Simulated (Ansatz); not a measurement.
C2H9BrGeN2, singlet, geometry from GFN2-xTB; PBE/6-31G* run with Ansatz (a quantum-chemistry and plane-wave program).

Input for Ansatz:
Ansatz 0.2 input:
```yaml
crystal:
  periodic: [false, false, false]
  atoms:
    - {symbol: C, position_ang: [2.31151498, -0.95711286, -1.25987718]}
    - {symbol: C, position_ang: [1.53444919, 0.34110446, -1.40500403]}
    - {symbol: Ge, position_ang: [-0.29054844, 0.28588287, -0.56099950]}
    - {symbol: N, position_ang: [-1.38282921, -0.84609372, -1.46903901]}
    - {symbol: N, position_ang: [-1.28962167, 1.79904605, -0.40451032]}
    - {symbol: Br, position_ang: [-0.00252564, -0.34484888, 1.65928087]}
    - {symbol: H, position_ang: [1.79638019, -1.77489086, -1.76071435]}
    - {symbol: H, position_ang: [2.43498393, -1.22010877, -0.20999470]}
    - {symbol: H, position_ang: [3.30057919, -0.85437000, -1.70354629]}
    - {symbol: H, position_ang: [1.39032641, 0.58330915, -2.45759194]}
    - {symbol: H, position_ang: [2.09381066, 1.16162934, -0.95204655]}
    - {symbol: H, position_ang: [-1.06176833, -1.78947259, -1.62822094]}
    - {symbol: H, position_ang: [-2.34455102, -0.88043640, -1.16199264]}
    - {symbol: H, position_ang: [-1.69324491, 2.14921634, -1.25967985]}
    - {symbol: H, position_ang: [-0.89919732, 2.57196727, 0.11507335]}
basis:
  gaussian:
    orbitals: 6-31G*
hamiltonian:
  xc: pbe
```

Output, abridged:

```
Functional definition: PBE
1811 factors; their error is unknown
mean field evaluation 1: about -131705.2130 eV, gradient 1.0e2 eV
mean field evaluation 2: about -131645.4630 eV, gradient 1.8e2 eV
mean field evaluation 4: about -131725.4482 eV, gradient 1.5e1 eV
mean field evaluation 8: about -131725.9593 eV, gradient 2.7e-1 eV
mean field evaluation 16: about -131725.8836 eV, gradient 2.1e-3 eV
mean field -131725.88356717 eV, -4840.8369340828 hartree, gradient 4.4e-5 eV, S^2 0.000000; 0 other end points of the search recorded, 0 dependent functions left out
reference -131725.88360357 eV, -4840.8369354203 hartree; 51, 51 occupied and 97, 97 virtual orbitals, 1811 factors
Total energy: -131725.88360357 eV, -4840.8369354203 hartree
```
